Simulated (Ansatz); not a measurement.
Two isomers of CH7BSi2: A = `[SiH3][SiH]1BC1`, B = `[SiH3]C1B[SiH2]1`.

Gas-phase electronic energies from Ansatz, PBE0-D4/def2-TZVP geometries. CBS: MP2 limit from def2 TZ/QZ plus the TZ coupled-cluster correction, frozen cores. Functionals use def2-TZVPP.

(1) Which is lower in electronic energy at CCSD(T)/CBS, and by how much? (An estimate is asked.)

(2) Give E(B) − E(A) in kJ/mol with PBE0-D4, r2SCAN-D4, PBE-D4, ωB97M-V, B2PLYP, HF/def2-TZVPP, LDA (SPW92). (An estimate is asked.)

(3) Does the order hold for the free energy at 298.15 K (harmonic terms from PBE0-D4)? (Estimate.)

Largest T1 diagnostic: 0.014.

Answers

(1) Computed: B, by 16.5 kJ/mol.

(2) The calculation gave: PBE0-D4 -7.9, r2SCAN-D4 -10.0, PBE-D4 0.1, ωB97M-V -20.6, B2PLYP -13.2, HF/def2-TZVPP -27.2, LDA (SPW92) -3.7. None reverses the order clearly.

(3) The calculation gave: Yes: G(B) − G(A) = -18.6 kJ/mol.

From BLYP to BHLYP (50 % exact exchange), in def2-TZVPP and without D4, E(B) − E(A) moves by −16.9 kJ/mol. In def2-TZVPP, CCSD(T) changes the Hartree–Fock value by +12.1 kJ/mol (the triples alone add +2.9 kJ/mol) and MP2 by +5.6 kJ/mol.
